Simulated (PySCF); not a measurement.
Calculated NMR parameters of FC1=COC(F)=CC1

* Formula: C5H4F2O
* SMILES: FC1=COC(F)=CC1
* InChI: InChI=1S/C5H4F2O/c6-4-1-2-5(7)8-3-4/h2-3H,1H2
* Point group of the computed structure: Cs
* Degrees of unsaturation: 3
* Carbon signals: 5
* Proton signals: 3

Mapped SMILES: `[F:1][C:2]1=[CH:3][O:4][C:5]([F:6])=[CH:7][CH2:8]1` (H(Xn): hydrogen on atom n).

- geometry from GFN2-xTB
- shielding tensors at PBE0/pcSseg-1 (GIAO)
- program: PySCF 2.14.0 with density-fitted response routines
- non-relativistic, isolated molecule, averaged over atoms made equivalent by symmetry, fast rotation or ring inversion, one conformer

Scale: ¹H and ¹³C against TMS; ¹⁹F vs CFCl3; H2O for ¹⁷O (reference shieldings calculated alike).

| carbon | δC, type | δH (multiplicity) | HMBC from (2–3 bonds) | span of the C tensor (ppm) |
| --- | --- | --- | --- | --- |
| C2 | 158.0, C | – | H(C3), H(C7), H(C8) | 127 |
| C3 | 134.0, CH | 6.86 (m) | H(C8) | 133 |
| C5 | 167.2, C | – | H(C3), H(C7), H(C8) | 144 |
| C7 | 77.0, CH | 4.41 (m) | H(C8) | 113 |
| C8 | 28.4, CH2 | 3.41 (m) | H(C3), H(C7) | 14 |

Other nuclei:
```json
{"atoms": "F6", "nucleus": "¹⁹F", "environment": "vinylic fluorine", "δ (ppm)": "-97.4", "σ (ppm)": "268.4"}
{"atoms": "F1", "nucleus": "¹⁹F", "environment": "vinylic fluorine", "δ (ppm)": "-158.4", "σ (ppm)": "329.3"}
{"atoms": "O4", "nucleus": "¹⁷O", "environment": "ether oxygen", "δ (ppm)": "146.6", "σ (ppm)": "189.5"}
```

1. Carbon types of the structure: 2 × C, 2 × CH, 1 × CH2, which accounts for all hydrogens.
2. δC 167.2, 134.0: alkene carbon bearing oxygen.
3. δC 158.0, 77.0: β carbon of an enol-ether or enamine type C=C.
4. δC 28.4: allylic sp3 CH2; aliphatic region, no heteroatom directly attached.
5. δH 6.86: hydrogen on an alkene carbon bearing oxygen; a vinylic proton, deshielded by the sp2 carbon and the C=C anisotropy.
6. δH 4.41: hydrogen on a β carbon of an enol-ether or enamine type C=C; lone-pair donation from O or N shields it, upfield of ordinary alkene protons.

Splittings by ¹⁹F in the carbon and heteronuclear signals aren't shown, as no couplings were computed. Shifts are as computed. Against solution values, carbons near 30 ppm lie about +3 ppm off and those near 130 ppm about +5 ppm. Of 1211 compounds with measured shifts, 218 miss one by over three times the rms of a fit or turn the order of signals round; such compounds aren't used in these exercises. Unscaled 19F shifts against computed CFCl3 carry errors that often reach 10 to 50 ppm. Experimental scales use liquid or dissolved standards, which lie at an offset from isolated H2O (liquid H2O: subtract about 36 ppm). No couplings were computed; multiplicities are counted from neighbouring protons, with m where these are inequivalent, close in shift, in a saturated or five-membered ring or joined by F or P, and br s for small geminal =CH2 splittings.
